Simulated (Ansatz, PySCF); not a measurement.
Ti(Br)(OH)3 (BrH3O3Ti), SMILES [OH][Ti]([OH])([OH])[Br], multiplicity 1. Atoms are numbered in the order given.

```xyz
8

Ti    -0.3448    -0.5400     0.4166
Br     0.7338     1.1550    -0.8936
O      0.8899    -1.5825     1.1518
H      1.2476    -1.6370     2.0471
O     -1.3990    -1.5070    -0.6347
H     -1.3040    -2.3862    -1.0223
O     -1.3121     0.2337     1.6884
H     -2.2604     0.3893     1.7818
```

The structure is a stationary point at B3LYP-D3(BJ)/def2-SVP. The spin state was assumed, not searched. The structure was generated by enumeration; whether it is a known compound was not checked. The values are those of a single conformer.

Two levels are set side by side: PBE-D3(BJ)/def2-SVP (Ansatz, an electronic-structure program) and B3LYP-D3(BJ)/def2-SVP (Ansatz). Each level has its own optimised geometry; the coordinates shown are those of the second. Frequencies come from the Hessian of PySCF at each geometry. Differences are taken from unrounded values.

| quantity | B3LYP-D3(BJ) |
|---|---|
| mean bond length (Å) | 1.517 |
| bond Ti1–Br2 (Å) | 2.398 |
| bond Ti1–O3 (Å) | 1.775 |
| bond Ti1–O5 (Å) | 1.775 |
| bond Ti1–O7 (Å) | 1.775 |
| bond O3–H4 (Å) | 0.966 |
| bond O5–H6 (Å) | 0.966 |
| bond O7–H8 (Å) | 0.966 |
| highest harmonic wavenumber (cm⁻¹) | 3876 |
| mean harmonic wavenumber (cm⁻¹) | 962 |
| zero-point energy (kcal/mol) | 24.77 |

### Question
What does PBE-D3(BJ) give, and how far is it from B3LYP-D3(BJ)? (An estimate is asked for; the answer gives what the named calculation found.)

### Answer

```
quantity                            PBE-D3(BJ)  PBE-D3(BJ) minus B3LYP-D3(BJ)
----------------------------------  ----------  -----------------------------
mean bond length (Å)                     1.526                          0.008
bond Ti1–Br2 (Å)                         2.399                          0.001
bond Ti1–O3 (Å)                          1.787                          0.011
bond Ti1–O5 (Å)                          1.787                          0.011
bond Ti1–O7 (Å)                          1.787                          0.011
bond O3–H4 (Å)                           0.974                          0.008
bond O5–H6 (Å)                           0.974                          0.008
bond O7–H8 (Å)                           0.974                          0.008
highest harmonic wavenumber (cm⁻¹)        3770                           -106
mean harmonic wavenumber (cm⁻¹)            938                            -24
zero-point energy (kcal/mol)             24.15                          -0.62
```

Exact exchange shortens and stiffens bonds; PBE has none. Differences between two approximate levels are no errors against the true value.
